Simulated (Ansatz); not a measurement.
`C=CC[SiH3]` from Hartree–Fock to CCSD(T)

```xyz
12

C    -1.264   -1.463    0.675
C    -0.670   -0.815   -0.319
C     0.721   -0.285   -0.296
Si    0.736    1.594   -0.121
H    -0.742   -1.684    1.601
H    -2.292   -1.795    0.598
H    -1.240   -0.615   -1.225
H     1.251   -0.535   -1.222
H     1.291   -0.712    0.535
H     0.173    1.985    1.198
H     2.126    2.115   -0.229
H    -0.088    2.211   -1.195
```

The species carries charge 0 and has multiplicity 1. The geometry is a stationary point of PBE0-D4/def2-TZVP. It is one conformer, not always the lowest. Frozen core, restricted reference, the Gaussian-basis code of Ansatz. CBS rows extrapolate triple and quadruple zeta; past MP2 they add the triple-zeta difference.

| basis | HF (Eh) | MP2 corr. | CCSD corr. | (T) | CCSD(T) total |
| --- | --- | --- | --- | --- | --- |
| def2-SVP | -406.99225 | -0.51614 | -0.57542 | -0.01847 | -407.58614 |
| def2-TZVPP | -407.22500 | -0.63184 | -0.68362 | -0.02797 | -407.93659 |
| def2-QZVPP | -407.23956 | -0.67255 | – | – | – |
| CBS(def2) | -407.24157 | -0.70271 | -0.75449 | as TZ | -408.02403 |
